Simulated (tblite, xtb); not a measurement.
BaF, doublet, at a GFN2-xTB geometry (such geometries of metal compounds can be far from the true shape) (the spin is typed, not shown lowest). Base run: xtb 6.7.1 with GFN1-xTB.

Here is a job for xtb.
```
$ xtb mol.xyz --gfn 1 --uhf 1 --json

# file mol.xyz
2

Ba    -0.00000000    -0.00000000    -0.27401276
F      0.00000000     0.00000000     1.70496829
```

Programs used: tblite, xtb; a row that names a program was run with it.

Variants of this job, named by their change:

| change | ΔE vs base (kJ/mol) | dipole (D) | G_solv (kcal/mol) | SCF cycles |
|---|---|---|---|---|
| base | 0.00 | 7.68 | - | 21 |
| program = tblite; method = gfn1; option = (--alpb, water) | -155.5 | - | - | - |
| alpb = benzene | -113.4 | 8.06 | -28.47 | 8 |
| program = tblite; method = gfn1; option = (--efield, 0,0,0.1) | 15.30 | - | - | - |
| acc = 30 | 0.00 | 7.68 | - | 20 |
| program = tblite; method = gfn1; option = --grad | 0.00 | - | - | - |
| program = tblite; method = gfn1; option = (--etemp, 2000) | -1.00 | - | - | - |
| gbsa = water | -210.5 | 8.13 | -52.31 | 8 |

ALPB and GBSA are two models with their own fitted parameters for each solvent, which aren't always the measured dielectric constant.
